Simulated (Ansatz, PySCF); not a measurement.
Bond stretch in GaH, singlet.

Methods: RKS-M06-2X/6-31G* = PySCF 2.14.0 with restricted M06-2X/6-31G*, spherical d; FCI = full CI/cc-pVDZ, cores with 3d frozen in Ansatz (a quantum-chemistry and plane-wave program).

Energies relative to the lowest point of each curve near equilibrium, in kcal/mol:

| R / Å | RKS-M06-2X/6-31G* |
|---|---|
| 1.25 | 41.3 |
| 1.53 | 3.6 |
| 1.57 | 2.0 |
| 1.68 | 0.0 |
| 1.78 | 0.7 |
| 1.81 | 1.2 |
| 1.92 | 4.1 |
| 2.54 | 31.2 |
| 2.99 | 51.1 |
| 3.39 | 66.1 |
| 3.65 | 74.4 |
| 5.04 | 103.4 |

Predict the corresponding FCI column.

1.25: 40.4; 1.53: 3.3; 1.57: 1.7; 1.68: 0.0; 1.78: 0.8; 1.81: 1.4; 1.92: 4.4; 2.54: 29.7; 2.99: 45.3; 3.39: 54.6; 3.65: 58.4; 5.04: 64.1 (kcal/mol).

The restricted form behind RKS-M06-2X/6-31G* keeps the bonding electrons paired and can't separate into open-shell fragments. Also computed but left out beside FCI, since their determinant holds another spin at the minimum (<S²> over 0.7 above the pure value): UHF/STO-3G.
